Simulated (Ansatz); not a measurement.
Cost and result up the ladder for InH2Me (CH5In) (7 atoms). Charge 0, multiplicity 1. Geometry: PBE0-D4/def2-TZVP.

Cartesian coordinates in Å:
```
In 0.3277 -0.8886 0.6415
H 0.7362 -2.3950 -0.1067
H 0.4526 -0.7366 2.3609
C -0.3072 0.7811 -0.5607
H 0.5756 1.3150 -0.9231
H -0.9115 1.4799 0.0181
H -0.8733 0.4442 -1.4300
```

Ansatz on 4 threads of Arm Neoverse V2 on a shared host. Times are rough, and most runs start from the orbitals of an earlier one. ωB97X-V/def2-TZVP serves as the yardstick here, not as an exact answer. Differences are given only for rows in sets of like size (and for xTB, whose basis is part of the method), since another set adds its own error. Binding counts from free atoms at the same level (In doublet, H doublet, C triplet; other spins of the atoms weren't run), without zero-point energy or a counterpoise term.

In the def2 sets In takes a core potential, while STO-3G treats all electrons; there is no spin–orbit coupling. B3LYP takes the VWN-RPA correlation. Correlated methods freeze 5 core orbitals; core or outer-core shells of In are correlated, in sets that lack core-valence functions.

Correlated methods converge slowly with the basis.

| level | functions | binding energy per atom (eV) | difference from ωB97X-V/def2-TZVP (eV) |
| --- | --- | --- | --- |
| B3LYP-D4/def2-TZVP | 111 | 2.92 | -0.04 |
| BLYP-D4/def2-TZVP | 111 | 2.88 | -0.07 |
| r2SCAN-D4/def2-TZVP | 111 | 2.93 | -0.02 |
| HF/STO-3G | 37 | 3.36 | – |
| B97M-V/def2-TZVP | 111 | 2.96 | 0.00 |
| ωB97X-V/def2-TZVP | 111 | 2.96 | 0.00 |
| PBE0-D4/def2-SVP | 65 | 2.91 | – |
| CCSD(T)/def2-TZVPP | 151 | 2.90 | -0.06 |
| PBE-D4/def2-TZVP | 111 | 2.92 | -0.03 |
| r2SCANh-D4/def2-TZVP | 111 | 2.93 | -0.03 |
| PBE-D4/def2-SVP | 65 | 2.91 | – |
| MP2/def2-TZVP | 111 | 2.79 | -0.16 |
| PBE0-D4/def2-TZVP (with forces) | 111 | 2.92 | -0.04 |

(1) Estimate how long each takes.

Results:

(1) HF/STO-3G 0.15 s; PBE-D4/def2-SVP 0.3 s; PBE0-D4/def2-SVP 0.45 s; MP2/def2-TZVP 0.45 s; PBE-D4/def2-TZVP 0.5 s; BLYP-D4/def2-TZVP 0.6 s; B3LYP-D4/def2-TZVP 0.65 s; PBE0-D4/def2-TZVP (with forces) 0.9 s; r2SCAN-D4/def2-TZVP 1 s; r2SCANh-D4/def2-TZVP 1.1 s; ωB97X-V/def2-TZVP 1.9 s; B97M-V/def2-TZVP 2.3 s; CCSD(T)/def2-TZVPP 8 s. On shared hardware such times vary by a factor of up to 3.
